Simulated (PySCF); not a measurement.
**C₆ coefficients of unlike pairs at PBE0**

Calculated with PySCF 2.14 from the dipole response of each species, C₆(A,B) = (3/π) ∫ α_A(iu) α_B(iu) du, in atomic units, from isotropic polarisabilities. For ions this is the dispersion term alone; charge-induced terms of lower order in 1/R come first.

```json
{"species": "Sn", "configuration": "[Kr] 4d10 5s2 5p2 (3P)", "basis": "aug-cc-pVQZ-PP with ECP28MDF (7s7p5d3f2g)", "relativity": "core potential", "α (bohr³)": "58.73", "C₆ (like pair)": "638.0"}
{"species": "Ru", "configuration": "[Kr] 4d7 5s1 (5F)", "basis": "aug-cc-pVDZ-PP with ECP28MDF (5s5p4d2f)", "relativity": "core potential", "α (bohr³)": "61.33", "C₆ (like pair)": "544.6"}
{"species": "Rh", "configuration": "[Kr] 4d8 5s1 (4F)", "basis": "x2c-TZVPPall with one added diffuse shell each of s, p, d, f type (9s7p7d3f1g)", "relativity": "spin-free X2C", "α (bohr³)": "58.15", "C₆ (like pair)": "507.0"}
{"species": "Se", "configuration": "[Ar] 3d10 4s2 4p4 (3P)", "basis": "def2-TZVPPD (7s6p5d1f)", "relativity": "none", "α (bohr³)": "26.42", "C₆ (like pair)": "218.9"}
```

Estimate C₆ for Ru with Sn.

The integral gives 586.1. The combination rule 2 C_A C_B / (C_A α_B/α_A + C_B α_A/α_B) gives 585.1 and the geometric mean 589.5.

No spin-orbit coupling is included.

The other pairs:

| pair | C₆ |
| --- | --- |
| Se, Sn | 364.8 |
| Se, Ru | 331.2 |
| Rh, Ru | 525.3 |
| Se, Rh | 321.5 |
| Rh, Sn | 566.3 |
